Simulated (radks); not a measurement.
Values are calculated unless marked as measured or tabulated.
Valence configurations of the germanium ion Ge+ (all share [Ar]). Code: a radial shooting solver on a logarithmic mesh with Libxc functionals. Model: Dirac Kohn-Sham, PBE, spin-unpolarised, spherical densities, point nucleus; open shells are shared between the two j in proportion to 2j + 1. Energies are relative to 3d10 4s2 4p1; eigenvalues in eV.

\begin{tabular}{lrrrrrr}
valence & E (eV) & e(3d3/2) & e(3d5/2) & e(4p1/2) & e(4p3/2) & e(4s1/2) \\ \hline
3d10 4s2 4p1 & 0.000 & -38.662 & -38.076 & -11.406 & -11.162 & -19.856 \\
3d9 4s2 4p2 & 31.235 & -49.072 & -48.447 & -13.384 & -13.079 & -22.730 \\
3d10 4s1 4p2 & 8.713 & -40.394 & -39.807 & -12.197 & -11.939 & -20.835 \\
3d9.5 4s2 4p1.5 & 14.561 & -43.798 & -43.192 & -12.410 & -12.136 & -21.316 \\
3d9 4s1.5 4p2.5 & 36.032 & -49.873 & -49.248 & -13.740 & -13.429 & -23.167 \\
3d10 4p3 & 17.614 & -42.039 & -41.450 & -12.931 & -12.660 & - \\
3d8.5 4s2 4p2.5 & 50.103 & -54.480 & -53.834 & -14.336 & -13.999 & -24.106 \\
3d8 4s2 4p3 & 71.241 & -60.016 & -59.351 & -15.269 & -14.901 & -25.449 \\
3d8 4s1 4p4 & 81.739 & -61.481 & -60.814 & -15.905 & -15.524 & -26.220 \\
\end{tabular}

NIST lists [Ar] 3d10 4s2 4p1 as the ground configuration; this level of theory agrees among the configurations tried. The energies are those of spherical spin-averaged densities, not of single terms.
